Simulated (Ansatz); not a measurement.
[SmF6]3- (SmF₆³⁻), 7 atoms. Hardware: 4 threads of Intel Xeon 6975P-C on a shared host.

In the def2 sets Sm takes a core potential; there is no spin–orbit coupling. Correlated methods freeze 10 core orbitals; core or outer-core shells of Sm are correlated, in sets that lack core-valence functions. With an open 4f shell the SCF may have ended on a state above the lowest. A multiply charged anion in the gas phase is held together partly by the finite basis.

Task: How many basis functions does each of these Ansatz runs have, and roughly what does it cost? PBE with 15 % exact exchange/def2-SVP, charge -3 sextet, energy, from earlier orbitals; MP2/def2-TZVP, charge -3 sextet, energy, from earlier orbitals; PBE0-D4/def2-TZVP, charge -3 sextet, energy, from earlier orbitals; LDA (SPW92)/def2-TZVP, charge -3 sextet, energy, from earlier orbitals; PBE-D4/def2-TZVP, charge -3 sextet, energy and forces, from earlier orbitals; PBE with 40 % exact exchange/def2-SVP, charge -3 sextet, energy, from earlier orbitals; PBE-D4/def2-SVP, charge -3 sextet, energy with a search over starts; RPA@PBE/def2-TZVP, charge -3 sextet, energy, from earlier orbitals; PBE0-D4/def2-SVP, charge -3 sextet, relaxation, 4 steps; PBE-QIDH/def2-TZVP, charge -3 sextet, energy, from earlier orbitals; PBE0-D4/def2-SVP, charge -3 sextet, energy, from earlier orbitals; r2SCAN-D4/def2-TZVP, charge -3 sextet, energy and forces, from earlier orbitals.

Result: Other jobs shared the machine, so times can vary by a factor of up to 3.

```tsv
run	functions	fitting or Cholesky vectors	wall time	peak host memory (GiB)
LDA (SPW92)/def2-TZVP, charge -3 sextet, energy, from earlier orbitals	278	1713	6 s	1
PBE0-D4/def2-SVP, charge -3 sextet, energy, from earlier orbitals	161	1415	11 s	0.79
PBE with 40 % exact exchange/def2-SVP, charge -3 sextet, energy, from earlier orbitals	161	1415	12 s	0.79
PBE with 15 % exact exchange/def2-SVP, charge -3 sextet, energy, from earlier orbitals	161	1415	14 s	0.81
PBE-D4/def2-TZVP, charge -3 sextet, energy and forces, from earlier orbitals	278	1713	24 s	1.1
PBE0-D4/def2-TZVP, charge -3 sextet, energy, from earlier orbitals	278	1858	27 s	2.1
RPA@PBE/def2-TZVP, charge -3 sextet, energy, from earlier orbitals	278	2003	28 s	1.2
PBE-D4/def2-SVP, charge -3 sextet, energy with a search over starts	161	1573	37 s	0.64
r2SCAN-D4/def2-TZVP, charge -3 sextet, energy and forces, from earlier orbitals	278	1713	42 s	1.2
MP2/def2-TZVP, charge -3 sextet, energy, from earlier orbitals	278	2003	43 s	1.5
PBE0-D4/def2-SVP, charge -3 sextet, relaxation, 4 steps	161	1542	44 s	0.99
PBE-QIDH/def2-TZVP, charge -3 sextet, energy, from earlier orbitals	278	2003	91 s	1.7
```
